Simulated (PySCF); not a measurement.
**Where the electron goes**

C4H4F3N.
Numbering: `[H]/[N:1]=[CH:2]\[CH:3]=[C:4](/[F:5])[CH:6]([F:7])[F:8]` (hydrogens: H9 on N1; H10 on C2; H11 on C3; H12 on C6)

Structure used (GFN2-xTB), in Å, numbered top down from 1:
```
atom  x, y, z in Å
N1     2.8258    0.5520   -0.6143
C2     1.8661   -0.1315   -0.1781
C3     0.4536    0.2442   -0.1807
C4    -0.5217   -0.5213    0.3046
F5    -0.2867   -1.7267    0.8474
C6    -1.9839   -0.1489    0.3127
F7    -2.2033    0.9186    1.1193
F8    -2.3843    0.2321   -0.9236
H9     2.5728    1.4591   -1.0061
H10    2.1038   -1.1022    0.2454
H11    0.1821    1.2024   -0.6031
H12   -2.6232   -0.9785    0.6504
```

Level of theory: PySCF 2.14.0, density-fitted response routines, TDDFT wB97X-D/def2-SVPD, vertical, gas phase, core orbitals frozen in the response.

Frontier orbitals with the atoms that hold most of them (Löwdin shares over 4%, at most four atoms; ? is withheld):

```json
{"orbital": "LUMO+2", "ε (eV)": "2.58", "atoms": "C6 23%, H12 20%, F8 12%, F7 11%"}
{"orbital": "LUMO+1", "ε (eV)": "2.24", "atoms": "C4 18%, C3 14%, C6 14%, C2 13%"}
{"orbital": "LUMO", "ε (eV)": "-0.30", "atoms": "?"}
{"orbital": "HOMO", "ε (eV)": "?", "atoms": "N1 63%, C2 15%, H9 8%, C3 6%"}
{"orbital": "HOMO-1", "ε (eV)": "-10.02", "atoms": "?"}
{"orbital": "HOMO-2", "ε (eV)": "-12.70", "atoms": "F8 23%, F7 22%, C6 18%, C4 12%"}
{"orbital": "HOMO-3", "ε (eV)": "-12.72", "atoms": "C2 32%, N1 30%, C3 18%, C4 6%"}
```

Problem. Which atoms hold the HOMO-1, and with what shares?

Solution. C4 (bonded to 2 C and F) 25%; C3 (bonded to 2 C and H) 25%; N1 (bonded to C and H) 21%; F5 (bonded to C) 11%. By element: carbon 49% or more, nitrogen 21%, fluorine 11% or more.

Problem. Which atoms hold the LUMO, and with what shares?

Solution. C4 (bonded to 2 C and F) 25%; N1 (bonded to C and H) 21%; C3 (bonded to 2 C and H) 17%; C2 (bonded to C, N and H) 16%. By element: carbon 58% or more, nitrogen 21%.

Problem. What is the HOMO energy, and the HOMO–LUMO gap?

Solution. ε(HOMO) = -9.90 eV; the gap is 9.60 eV (0.3530 hartree).

Problem. How does S1 compare with the orbital gap of 9.60 eV?

Solution. S1 is at 4.50 eV (f = 0.0030), 5.11 eV below the gap, made of HOMO→LUMO (93%). Without the coupling terms of the response equations the lowest excitation would equal the gap.

Problem. Give energy, strength and leading configuration of S1 and S2, and follow the Löwdin shares of the leading atoms from the occupied to the empty orbital.

Solution. 
- S1 (4.50 eV, f 0.0030), HOMO→LUMO (93%): N1 63% → 21%, C2 15% → 16%, C4 at most 7% → 25%
- S2 (6.07 eV, f 0.591), HOMO-1→LUMO (97%): C4 25% → 25%, C3 25% → 17%, N1 21% → 21%

Orbitals of the list HOMO-3 to LUMO+2 that lie within 0.01 eV of each other are written together with a slash and their weights summed (≥ marks a lower bound); for degenerate orbitals outside that list single weights are arbitrary.

One conformer stands for the species.
